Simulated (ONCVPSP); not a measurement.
## Pseudopotential generation for P (Z = 15): ONCV, LDA (Perdew-Wang 92), non-relativistic.

phosphorus (P), optimised norm-conserving Vanderbilt (ONCV), made with ONCVPSP 4.0.1 (LDA (Perdew-Wang 92), non-relativistic). Core [Ne], reference 3s1.5 3p3.5. Waves: 3s: rc 1.15 bohr, ncon 4, nbas 7, qcut 5.5 1/bohr, 2 projectors, debl 3.3 Ha; 3p: rc 1.45 bohr, ncon 5, nbas 9, qcut 6.4 1/bohr, 1 projector; d scattering state at 0.18 Ha: rc 1.50 bohr, ncon 4, nbas 8, qcut 6.8 1/bohr, 2 projectors, debl 0.6 Ha. Local part: polynomial inside 1.00 bohr (lpopt 5, dvloc0 0 Ha). Core correction: Teter function, fcfact 5.75, rcfact 1.2.

(1) Is a potential produced?

Results:

(1) No. ONCVPSP 4.0.1 stopped with "optimize: ERROR ps0norm > uunorm, code will stop": the continuity conditions at rc already need more norm inside rc than the all-electron wave has, so norm conservation cannot be met. It happened in the s channel.
